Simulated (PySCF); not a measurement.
**Ag²⁺ (silver, charge +2) across methods**

[Kr] 4d8 5s1, high-spin 4F determinant (an excited configuration). Computed with PySCF 2.14 in x2c-TZVPPall with one added diffuse shell each of s, p, d, f type (9s7p7d3f1g, 95 functions), with the spin-free X2C one-electron Hamiltonian (Gaussian nucleus).

```
   method  E (hartree)  mean ε 4d α (eV)  mean ε 4d β (eV)  mean ε 5s α (eV)  Σ⟨r²⟩ (bohr²)   ⟨S²⟩
  r2SCAN0     -5314.01           -36.735           -34.931           -24.187          33.56  3.752
   M06-2X     -5314.44           -38.579           -36.821           -24.663          33.69  3.752
      UHF  -5311.58321           -42.098           -39.972           -25.727          33.70  3.753
   r2SCAN     -5314.03           -34.605           -32.861           -23.395          33.60  3.751
      PBE     -5313.60           -34.015           -32.411           -23.180          33.70  3.750
BHandHLYP     -5314.02           -38.363           -36.668           -24.704          33.65  3.751
     PBE0     -5313.69           -36.308           -34.590           -23.965          33.62  3.751
    wB97X     -5314.18           -38.649           -37.186           -25.811          33.61  3.751
      LDA     -5308.48           -34.178           -32.560           -23.557          33.71  3.750
```
